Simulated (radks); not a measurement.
Question: Species: Ne+. Configuration: [He] 2s2 2p5. Method: scalar-relativistic Kohn-Sham, LDA (Slater exchange, Perdew-Wang correlation), spin-unpolarised, spherical densities, point nucleus; computed with a radial shooting solver on a logarithmic mesh with Libxc functionals. Some entries of the table are withheld. Estimate them.

| orbital | occ. | eigenvalue (eV) | <r> (bohr) |
|---|---|---|---|
| 1s | 2 | (1) | 0.1587 |
| 2s | 2 | (2) | (3) |
| 2p | 5 | (4) | (5) |

Answer: 
(1) 1s eigenvalue (eV): -848.3655
(2) 2s eigenvalue (eV): -55.2963
(3) 2s <r> (bohr): 0.8686
(4) 2p eigenvalue (eV): -32.4371
(5) 2p <r> (bohr): 0.8833
